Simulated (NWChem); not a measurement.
Species: ZrO$_{2}$; SMILES [O]=[Zr]=[O]

```xyz
3

Zr     0.0000     0.0000     0.2956
O      1.4255     0.0000    -0.7390
O     -1.4255     0.0000    -0.7390
```
Atoms are numbered in this order, from 1.

Structure relaxed at the PBE0/def2-SVP level. B3LYP is NWChem's, with the RPA form of VWN correlation. def2 effective core potentials on Zr; no spin-orbit coupling.

Symmetry labels are those of C2v in the frame above (b1 and b2, or b-type labels, depend on it).

Problem. List the 6 lowest vertical singlet excitations from B3LYP/def2-SVPD with def2 effective core potentials on Zr, TDA (NWChem).

Solution. 
```json
[
 {"state": "S1", "energy (eV)": "2.30", "oscillator strength": "0.005", "symmetry": "b1", "leading excitation (squared amplitude)": "HOMO → LUMO (0.98)"},
 {"state": "S2", "energy (eV)": "3.07", "oscillator strength": "0.008", "symmetry": "a1", "leading excitation (squared amplitude)": "HOMO−1 → LUMO (0.99)"},
 {"state": "S3", "energy (eV)": "3.48", "oscillator strength": "0.009", "symmetry": "b2", "leading excitation (squared amplitude)": "HOMO−2 → LUMO (0.99)"},
 {"state": "S4", "energy (eV)": "3.54", "oscillator strength": "0.000", "symmetry": "a2", "leading excitation (squared amplitude)": "HOMO → LUMO+1 (0.99)"},
 {"state": "S5", "energy (eV)": "3.69", "oscillator strength": "0.002", "symmetry": "b1", "leading excitation (squared amplitude)": "HOMO → LUMO+2 (0.98)"},
 {"state": "S6", "energy (eV)": "3.88", "oscillator strength": "0.000", "symmetry": "a2", "leading excitation (squared amplitude)": "HOMO−3 → LUMO (0.99)"}
]
```
